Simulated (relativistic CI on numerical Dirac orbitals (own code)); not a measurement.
**Magnetism of Tb2+, 4f9, in a crystal field**

Calculated by Dirac-Coulomb-Breit CI, orbitals from a KLI potential per configuration, QED by a radiative potential, valence Slater integrals scaled by 0.7, one configuration in a parametric crystal field (own radial code).

Field parameters in Wybourne normalisation. The field is a parameter set, without covalency.

S is read from ⟨S²⟩ = S(S + 1).

Powder χT (cm³ K mol⁻¹) by Van Vleck's formula, with temperature-independent terms:

```csv
Field,2 K,5 K,10 K,20 K,50 K,100 K,200 K,300 K
"D3d, B20 = 1140, B40 = -210, B43 = 180, B60 = -30, B63 = 180, B66 = -260 cm⁻¹",12.3,12.4,12.5,12.7,13.2,13.6,13.8,13.9
"D4h, B20 = -810, B40 = 800, B44 = -390, B60 = 210, B64 = 260 cm⁻¹",7.5,8.26,9.47,11.2,12.8,13.4,13.8,13.9
```

Task: For D4h, B20 = -810, B40 = 800, B44 = -390, B60 = 210, B64 = 260 cm⁻¹: what effective moment follows at 300 K?

Result: μ_eff = √(8χT) = 10.53 μB. The LS value g√(J(J + 1)) of the free ion's 6H°_15/2 level is 10.65 μB.
